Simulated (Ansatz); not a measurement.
Cost and result up the ladder for the cluster Li₉O₅ (14 atoms). Charge 0, multiplicity 2. Geometry: PBE-D4/def2-SVP.

```xyz
14

Li    0.202   -0.229   -0.335
Li   -1.781   -0.215    1.334
Li    2.182    0.868    0.156
Li   -0.832   -1.964   -1.182
Li   -2.973    2.418    2.449
Li    0.549    0.801   -2.237
Li    1.976   -1.544   -1.460
Li   -0.626    2.098    0.452
Li    0.823   -1.853    1.194
O    -0.814   -1.519    0.579
O    -1.943    1.550    1.519
O     0.723    1.559   -0.595
O     0.416   -1.017   -2.120
O     2.098   -0.954    0.245
```

Ansatz on 4 threads of Arm Neoverse V2 on a shared host. Times are rough, and most runs start from the orbitals of an earlier one. CAM-B3LYP-D4/def2-TZVP serves as the yardstick here, not as an exact answer. Differences are given only for rows in sets of like size (and for xTB, whose basis is part of the method), since another set adds its own error. Binding counts from free atoms at the same level (Li doublet, O triplet; other spins of the atoms weren't run), without zero-point energy or a counterpoise term.

LC-ωPBE has ω = 0.4 bohr⁻¹. Correlated methods freeze 5 core orbitals; core or outer-core shells of Li are correlated, in sets that lack core-valence functions. HOMO above LUMO, or a gap near zero within one spin, warns that the state may not be the lowest or that an electron is smeared out. Another isomer (doublet) lies 0.64 eV lower at PBE0-D4/def2-TZVP; other spin states weren't run for this one.

Correlated methods converge slowly with the basis.

| level | functions | wall time | binding energy per atom (eV) | difference from CAM-B3LYP-D4/def2-TZVP (eV) | remarks |
| --- | --- | --- | --- | --- | --- |
| PBE-D4/def2-SVP | 151 | 8 s | 3.46 | – | gap within one spin near zero |
| PBE0-D4/def2-SVP | 151 | 9 s | 3.24 | – | – |
| PBE-D4/def2-TZVP (with forces) | 281 | 12 s | 3.32 | 0.05 | gap within one spin near zero |
| MP2/def2-TZVP | 281 | 17 s | 3.16 | -0.11 | – |
| r2SCAN-D4/def2-TZVP | 281 | 24 s | 3.23 | -0.04 | – |
| PBE0-D4/def2-TZVP | 281 | 24 s | 3.12 | -0.16 | – |
| LC-ωPBE/def2-TZVP | 281 | 26 s | 3.14 | -0.13 | – |
| B2PLYP/def2-TZVP | 281 | 27 s | 3.19 | -0.08 | – |
| RPA@PBE/def2-TZVP | 281 | 33 s | 2.87 | -0.40 | – |
| CAM-B3LYP-D4/def2-TZVP | 281 | 55 s | 3.27 | 0.00 | – |
